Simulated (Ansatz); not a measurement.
Geometry optimisation, RKS PBE0/def2-SVP (Ansatz).

The input (input.yaml):

```yaml
crystal:
  periodic: [false, false, false]
  atoms:
    - { symbol: S, position_ang: [-1.11012, -0.70416, -0.50395] }
    - { symbol: B, position_ang: [0.4568, -0.29537, 0.19063] }
    - { symbol: I, position_ang: [1.11508, 1.67502, 0.53353] }
    - { symbol: H, position_ang: [-1.61185, 0.51602, -0.68935] }
    - { symbol: H, position_ang: [1.15008, -1.19152, 0.46913] }
basis:
  gaussian: { orbitals: def2-SVP }
hamiltonian:
  xc: pbe0
relax:
  f_tol: 0.015
  max_steps: 40
```

Launched with:

```bash
$ ansatz run input.yaml --threads 1 --pin off --max-ram 2048MiB --backend cpu --events-out ev --progress --plain --runs-dir out
```

Q: Where does it end, and by what steps?

A: The forces met the threshold. After 4 steps the energy has fallen by 0.028 eV; H5 moved furthest, 0.03 Å.

```json
{"step": "0", "energy less start (eV)": "0.0000", "largest force component (eV/Å)": "0.677", "accepted": "yes"}
{"step": "1", "energy less start (eV)": "-0.0250", "largest force component (eV/Å)": "0.209", "accepted": "yes"}
{"step": "2", "energy less start (eV)": "-0.0277", "largest force component (eV/Å)": "0.047", "accepted": "yes"}
{"step": "3", "energy less start (eV)": "-0.0278", "largest force component (eV/Å)": "0.031", "accepted": "yes"}
{"step": "4", "energy less start (eV)": "-0.0279", "largest force component (eV/Å)": "0.013", "accepted": "yes"}
```

```xyz
5
Properties=species:S:1:pos:R:3
S -1.125 -0.717 -0.514
B 0.445 -0.295 0.187
I 1.125 1.688 0.537
H -1.621 0.529 -0.691
H 1.176 -1.203 0.481
```

The run took 19 s on 1 thread of Intel(R) Xeon(R) Platinum 8259CL CPU @ 2.50GHz (Skylake/Cascade Lake), with other jobs on the host, peak memory 0.16 GiB.
